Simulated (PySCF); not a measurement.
**Running PySCF for Sr2**

Input:

```python
from pyscf import gto, scf

mol = gto.M(
    atom='Sr 0 0 0; Sr 0 0 3.42',
    basis='3-21g',
    charge=0,
    spin=0,
    verbose=4,
)
mf = scf.RHF(mol)
mf.kernel()
mf.analyze()
print('orbital energies (hartree):', mf.mo_energy[..., max(0, mol.nelec[1]-3):mol.nelec[0]+3].round(4))
```

```bash
$ OMP_NUM_THREADS=1 python input.py
```

It prints (some set-up lines removed):

```
PySCF version 2.14.0

[INPUT] verbose = 4
[INPUT] num. atoms = 2
[INPUT] num. electrons = 76
[INPUT] charge = 0
[INPUT] spin (= nelec alpha-beta = 2S) = 0
[INPUT] symmetry False subgroup None
[INPUT] Mole.unit = angstrom
[INPUT] Symbol           X                Y                Z      unit          X                Y                Z       unit  Magmom
[INPUT]  1 Sr     0.000000000000   0.000000000000   0.000000000000 AA    0.000000000000   0.000000000000   0.000000000000 Bohr   0.0
[INPUT]  2 Sr     0.000000000000   0.000000000000   3.420000000000 AA    0.000000000000   0.000000000000   6.462863346013 Bohr   0.0

nuclear repulsion = 223.430377944
number of shells = 24
number of NR pGTOs = 132
number of NR cGTOs = 52
basis = 3-21g
ecp = {}

******** <class 'pyscf.scf.hf.RHF'> ********
method = RHF
initial guess = minao
damping factor = 0
level_shift factor = 0
DIIS = <class 'pyscf.scf.diis.CDIIS'>
diis_start_cycle = 1
diis_space = 8
diis_damp = 0
SCF conv_tol = 1e-09
SCF conv_tol_grad = None
SCF max_cycles = 50
direct_scf = True
direct_scf_tol = 1e-13
Set gradient conv threshold to 3.16228e-05
Initial guess from minao.
init E= -6226.85664723186
  HOMO = -0.122401247823553  LUMO = -0.0228364838689032  gap/eV = 2.70930
cycle= 1 E= -6234.12436541273  delta_E= -7.27  |g|= 0.0551  |ddm|= 1.34
  HOMO = -0.143384618374863  LUMO = -0.00116328057009219  gap/eV = 3.87004
cycle= 2 E= -6234.12636827883  delta_E= -0.002  |g|= 0.00868  |ddm|= 0.499
  HOMO = -0.142734621401123  LUMO = 0.000440908681892663  gap/eV = 3.89600
cycle= 3 E= -6234.12650983797  delta_E= -0.000142  |g|= 0.00242  |ddm|= 0.167
  HOMO = -0.142567801821584  LUMO = 0.000439744236147361  gap/eV = 3.89143
cycle= 4 E= -6234.12652704296  delta_E= -1.72e-05  |g|= 0.000625  |ddm|= 0.0602
  HOMO = -0.142544853161116  LUMO = 0.000303429167738597  gap/eV = 3.88710
cycle= 5 E= -6234.12652835604  delta_E= -1.31e-06  |g|= 8.82e-05  |ddm|= 0.0171
  HOMO = -0.142533514504855  LUMO = 0.000289520884362322  gap/eV = 3.88641
cycle= 6 E= -6234.12652838277  delta_E= -2.67e-08  |g|= 1.28e-05  |ddm|= 0.00596
  HOMO = -0.142529815106281  LUMO = 0.000290842265396508  gap/eV = 3.88635
cycle= 7 E= -6234.12652838326  delta_E= -4.86e-10  |g|= 7.43e-07  |ddm|= 0.00128
  HOMO = -0.142529814059108  LUMO = 0.000290773917401751  gap/eV = 3.88635
Extra cycle  E= -6234.12652838326  delta_E= -9.09e-13  |g|= 2.37e-07  |ddm|= 3.49e-05
converged SCF energy = -6234.12652838326
**** SCF Summaries ****
Total Energy =                       -6234.126528383260847
Nuclear Repulsion Energy =             223.430377944000014
One-electron Energy =                -9090.772120753286799
Two-electron Energy =                 2633.215214426026250
Two-electron Coulomb Energy =         2836.942521356133511
DFT Exchange-Correlation Energy =     -203.727306930107261
HOMO-LUMO gap [eV] =                     3.886346151032185
**** MO energy ****
[27 lines left out]
MO #28  energy= -5.60825552278941  occ= 2
MO #29  energy= -1.90362670755137  occ= 2
MO #30  energy= -1.90175127921437  occ= 2
MO #31  energy= -1.11279334973605  occ= 2
MO #32  energy= -1.09902316092913  occ= 2
MO #33  energy= -1.09902316092909  occ= 2
MO #34  energy= -1.09683152760571  occ= 2
MO #35  energy= -1.0968315276057   occ= 2
MO #36  energy= -1.09645649200472  occ= 2
MO #37  energy= -0.2381844317321   occ= 2
MO #38  energy= -0.142529814059108 occ= 2
MO #39  energy= 0.000290773917401751 occ= 0
MO #40  energy= 0.000290773917405641 occ= 0
MO #41  energy= 0.0164854883622572 occ= 0
[11 lines left out]
 ** Mulliken pop on meta-lowdin orthogonal AOs  **
 ** Mulliken pop  **
pop of  0 Sr 1s           2.00000
pop of  0 Sr 2s           2.00000
pop of  0 Sr 3s           1.99997
pop of  0 Sr 4s           1.99992
pop of  0 Sr 5s           1.96586
pop of  0 Sr 6s           0.01206
pop of  0 Sr 2px          2.00000
pop of  0 Sr 2py          2.00000
pop of  0 Sr 2pz          2.00000
pop of  0 Sr 3px          1.99998
pop of  0 Sr 3py          1.99998
pop of  0 Sr 3pz          1.99998
[40 lines left out]
 ** Mulliken atomic charges  **
charge of    0Sr =     -0.00000
charge of    1Sr =      0.00000
Dipole moment(X, Y, Z, Debye): -0.00000,  0.00000,  0.00000
orbital energies (hartree): [-1.0965e+00 -2.3820e-01 -1.4250e-01  3.0000e-04  3.0000e-04  1.6500e-02]
```

In short: E(SCF) = -6234.126528 Eh, 7 cycles, μz(SCF) = 0.00 D.

Hardware: Arm Neoverse V1, 1 thread, shared host. Wall time 0.94 s.

No relativity is included for the heavy element. The basis is very small, so the numbers show the basis as much as the system. Stability towards an unrestricted solution was not tested. The bond length is a typed value, not an optimised one.
